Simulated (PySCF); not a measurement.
Working out the ionisation energy of Sc

Sc [Ar] 3d1 4s2 (2D) → Sc⁺ [Ar] 3d1 4s1 (3D). All numbers are calculated (PySCF 2.14, no relativity, point nucleus, in def2-SVP (5s3p2d1f, 31 functions)). Frozen: [Ar]. Energies in hartree (1 hartree = 27.21139 eV):

```json
{"part": "UHF", "Sc (lower)": "-759.628616", "Sc⁺ (upper)": "-759.431229"}
{"part": "MP2 opposite-spin", "Sc (lower)": "-0.021051", "Sc⁺ (upper)": "0.000000"}
{"part": "MP2 same-spin", "Sc (lower)": "-0.001695", "Sc⁺ (upper)": "-0.001617"}
```

Problem. What does Hartree-Fock give?

Solution. (-759.431229) − (-759.628616) = 0.197387 hartree = 5.371 eV.

Problem. What do MP2 and SCS-MP2 (6/5 opposite-spin, 1/3 same-spin) give?

Solution. The opposite-spin parts differ by 0.573 eV and the same-spin parts by 0.002 eV. MP2: 5.371 + (0.573) + (0.002) = 5.946 eV. SCS-MP2: 5.371 + 1.2 × (0.573) + (0.002)/3 = 6.059 eV.

Measured between the centres of the two terms (NIST): 6.562 eV, so MP2 (valence) is off by -0.616 eV.

The calculation is non-relativistic.

A double-zeta basis recovers only part of the correlation energy.

What remains against the reference includes basis incompleteness, the frozen core and correlation beyond second order.
